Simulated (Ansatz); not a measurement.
`CC(C)O[Si]Cl`, relaxed with RKS PBE-D4/def2-SVP in Ansatz 0.2.0 from a rough embedded geometry. The force threshold is 0.03 eV/Å; the program also tests the step.

The species carries charge 0 and has multiplicity 1.

Start:

```xyz
13

C    -1.143    1.128   -0.145
C    -0.169   -0.081   -0.003
C     1.056    0.120   -0.904
O     0.292   -0.237    1.286
Si   -0.105   -1.471    2.286
Cl    0.845   -3.119    1.514
H    -0.608    2.018    0.212
H    -1.476    1.226   -1.135
H    -1.999    0.970    0.597
H    -0.739   -0.987   -0.310
H     0.706    0.218   -1.950
H     1.595    0.967   -0.638
H     1.745   -0.751   -0.808
```

```tsv
step	energy (eV)	largest force (eV/Å)	largest move (Å)
1	-25647.7280	2.912	0.000
2	-25648.1759	1.195	0.114
3	-25648.3296	0.724	0.195
4	-25648.4158	0.771	0.195
5	-25648.4739	0.802	0.195
6	-25648.4874	0.490	0.065
7	-25648.4883	0.284	0.119
8	-25648.5028	0.032	0.057
9	-25648.5032	0.040	0.030
10	-25648.5034	0.009	0.007
```

End:

```xyz
13

C    -1.179    1.095   -0.160
C    -0.206   -0.065    0.001
C     1.067    0.088   -0.827
O     0.152   -0.148    1.398
Si    0.547   -1.388    2.440
Cl    0.441   -3.112    1.156
H    -0.698    2.050    0.133
H    -1.512    1.178   -1.214
H    -2.074    0.948    0.476
H    -0.704   -1.020   -0.280
H     0.819    0.180   -1.904
H     1.626    0.993   -0.517
H     1.721   -0.797   -0.700
```

Run time 17 s (4 threads of an Arm Neoverse V2 on a shared host); peak host memory 0.18 GiB.
